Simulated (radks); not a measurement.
Question: The table gives one normalised radial function P(r) = r R(r) of Lu9+ in [Kr] 4d10 4f12 5s2 5p2 (r in bohr). Calculated with a radial shooting solver on a logarithmic mesh with Libxc functionals: non-relativistic Kohn-Sham, r2SCAN, spin-unpolarised, spherical densities, point nucleus; meta-GGA in the generalised Kohn-Sham scheme; relativity is left out, which matters for an element this heavy.

r,P
0.001952,0.0398
0.002603,0.0506
0.0035,0.0635
0.004668,0.0774
0.006225,0.0910
0.00837,0.1020
0.01116,0.1051
0.01489,0.0943
0.02002,0.0616
0.0267,0.0044
0.03561,-0.0725
0.04788,-0.1469
0.06386,-0.1698
0.08517,-0.0976
0.1145,0.0727
0.1527,0.2270
0.2037,0.2009
0.2739,-0.0682
0.3653,-0.3326
0.4872,-0.2495
0.6498,0.1923
0.8736,0.5310
1.165,0.2665
1.554,-0.4317
2.089,-0.8421
2.787,-0.6160
3.717,-0.2083
4.997,-0.0274
6.665,-0.0012

Which n and l does it have? It may be an empty orbital.

Answer: n = 6, l = 0: the number of nodes gives n - l - 1 = 5, the rise at small r (about r^(l+1)) gives l, and the extent must fit the shell. The curve is that of 6s. 6s (empty): eigenvalue -87.333 eV, 5 radial nodes at r = 0.0272, 0.102, 0.258, 0.581, 1.31 bohr, <r> = 2.17 bohr, 90 % of the charge inside 3.01 bohr.
